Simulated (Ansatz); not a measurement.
`C[SiH2][SiH2]CF`. Charge 0, multiplicity 1.

Cartesian coordinates in Å:
```
C 1.0247 1.7880 -0.0784
Si 1.4712 -0.0349 -0.0832
Si -0.3644 -1.3305 0.5806
C -1.9346 -0.6564 -0.2593
F -1.7070 -0.4595 -1.6203
H 1.8791 2.3964 -0.3825
H 0.7124 2.1140 0.9162
H 0.2056 1.9778 -0.7758
H 1.8945 -0.4600 -1.4459
H 2.6091 -0.2983 0.8434
H -0.1826 -2.7664 0.2317
H -0.6013 -1.2371 2.0509
H -2.7837 -1.3390 -0.1544
H -2.2230 0.3060 0.1770
```

(1) List the harmonic frequencies (cm⁻¹, unscaled) at PBE0-D4/def2-TZVP in Ansatz. (Best estimate.)

(2) Is this a minimum?

(3) Give the ideal-gas thermochemistry at 298.15 K and 1 bar (rigid rotor, harmonic oscillator; point group C1, symmetry number 1).

(4) And at 400, 500, 600, 800 and 1000 K?

(5) Rotational constants (cm⁻¹)?

Results:

(1) Ansatz gave: 33, 69, 100, 166, 176, 286, 375, 415, 489, 585, 618, 659, 687, 727, 783, 844, 885, 894, 926, 941, 1052, 1245, 1274, 1308, 1452, 1454, 1466, 2195, 2203, 2211, 2218, 3044, 3053, 3098, 3139, 3141.

(2) Yes, all 36 modes are real.

(3) Zero-point energy 264.5 kJ/mol; H(298) − E = 290.2 kJ/mol; entropy 389.7 J/(mol·K), of which translation 167.3, rotation 116.7, vibration 105.7; G(298) − E = 174.0 kJ/mol. Modes under 100 cm⁻¹ are hindered rotations or soft bends, so the harmonic entropy is rough.

(4) 
```json
{"T (K)": "400", "H − E (kJ/mol)": "305.6", "S (J/mol/K)": "433.8", "G − E (kJ/mol)": "132.0"}
{"T (K)": "500", "H − E (kJ/mol)": "323.2", "S (J/mol/K)": "473.2", "G − E (kJ/mol)": "86.7"}
{"T (K)": "600", "H − E (kJ/mol)": "343.0", "S (J/mol/K)": "509.2", "G − E (kJ/mol)": "37.5"}
{"T (K)": "800", "H − E (kJ/mol)": "387.6", "S (J/mol/K)": "573.1", "G − E (kJ/mol)": "-70.9"}
{"T (K)": "1000", "H − E (kJ/mol)": "437.2", "S (J/mol/K)": "628.3", "G − E (kJ/mol)": "-191.1"}
```

(5) 0.1248, 0.06021, 0.04805.
